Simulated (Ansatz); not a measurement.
Single points on the cluster GeS₂⁺.

```yaml
crystal:
  periodic: [false, false, false]
  atoms:
    - {symbol: Ge, position_ang: [-0.457797, 0.586283, -1.509969]}
    - {symbol: S, position_ang: [0.689562, 0.519476, 0.937929]}
    - {symbol: S, position_ang: [-0.231755, -1.105770, 0.572050]}
basis:
  gaussian: {orbitals: def2-TZVP, initial_orbitals: start.molden}
total_charge: 1
magnetization: {spin_polarized: true, initial_magnetization: 3}
hamiltonian: {xc: {name: LC-wPBE}}
scf: {omitted_lower_state_checks: [starts]}
output: {orbitals: {seedname: orbitals}}
```

The file start.molden holds the orbitals of an earlier run on this structure, at another level or in another basis.

```sh
$ ansatz run in.yaml --threads 4 --pin off --events-out ev --progress --plain --max-ram 3916MiB
```

It prints (some lines left out):

```
Functional definition: LC-wPBE
880 factors; their error is unknown
223 factors; integrals over basis functions are off by at most 7.4e-5 eV
mean field evaluation 1: about -78165.5016 eV, gradient 8.6e0 eV
mean field evaluation 2: about -78165.6313 eV, gradient 2.1e-1 eV
mean field evaluation 4: about -78165.6138 eV, gradient 5.1e-2 eV
mean field evaluation 8: about -78165.6138 eV, gradient 1.7e-5 eV
mean field -78165.61381052 eV, -2872.5333249808 hartree, gradient 1.7e-5 eV, S^2 3.779769; 0 other end points of the search recorded, 0 dependent functions left out
reference -78165.61381053 eV, -2872.5333249810 hartree; 33, 30 occupied and 89, 92 virtual orbitals, 880 factors
Total energy: -78165.61381053 eV, -2872.5333249810 hartree
Checks for a lower state left out: starts
```

Run time 3.8 s (4 threads of Arm Neoverse V1 on a shared host).

First input, but with `hamiltonian: {xc: pbe, dispersion: d4}` (abridged; 1.2 s):

```
Functional definition: PBE
mean field -78162.61587340 eV, -2872.4231528235 hartree, gradient 2.6e-5 eV, S^2 3.756986
Total energy: -78162.73066650 eV, -2872.4273713923 hartree
Checks for a lower state left out: starts
```

As the first input, with `hamiltonian: {xc: {name: LC-wPBE, parameters: {omega: 0.15/bohr}}}` (abridged; 1.9 s):

```
Functional definition: LC-wPBE
mean field -78164.21985283 eV, -2872.4820979804 hartree, gradient 1.7e-5 eV, S^2 3.758892
Total energy: -78164.21985288 eV, -2872.4820979822 hartree
Checks for a lower state left out: starts
```

The first input with `hamiltonian: {xc: {name: B2PLYP}}` and without the key `output` (abridged; 2.8 s):

```
Functional definition: B2PLYP
mean field -78158.64218289 eV, -2872.2771223907 hartree, gradient 9.5e-6 eV, S^2 3.782724
19 core orbitals not correlated: weight in the atoms' cores, before any rotation towards them, 1.000 or more for the frozen orbitals, at most 0.000 for the correlated occupied ones
second order -17.04937341 eV of doubles, -0.00000000 eV of singles
Total energy: -78163.24564741 eV, -2872.4462965914 hartree
Checks for a lower state left out: starts
```

First input, but with `hamiltonian: {xc: {name: LC-wPBE, parameters: {omega: 0.1/bohr}}}` (abridged; 2.3 s):

```
Functional definition: LC-wPBE
mean field -78164.00720188 eV, -2872.4742832021 hartree, gradient 1.3e-5 eV, S^2 3.757385
Total energy: -78164.00720200 eV, -2872.4742832066 hartree
Checks for a lower state left out: starts
```

As the first input, with `hamiltonian: {xc: {name: BHLYP}, dispersion: d4}` (abridged; 2.5 s):

```
Functional definition: BHLYP
mean field -78179.48870648 eV, -2873.0432180024 hartree, gradient 1.8e-5 eV, S^2 3.778002
Total energy: -78179.67678071 eV, -2873.0501296028 hartree
Checks for a lower state left out: starts
```

First input, but with `hamiltonian: {xc: r2scan, dispersion: d4}` (abridged; 3.7 s):

```
Functional definition: r2SCAN
mean field -78178.34147144 eV, -2873.0010578922 hartree, gradient 1.7e-5 eV, S^2 3.769681
Total energy: -78178.36292791 eV, -2873.0018464029 hartree
Checks for a lower state left out: starts
```

Geometry: r2SCAN-D4/def2-TZVP.

LC-ωPBE has ω = 0.4 bohr⁻¹. Correlated methods freeze 19 core orbitals; core or outer-core shells of Ge are correlated, in sets that lack core-valence functions. At PBE0-D4/def2-TZVP a doublet of charge 1 lies 2.40 eV below the quartet, each at its own geometry. The structure comes from a short search, and lower isomers may exist.
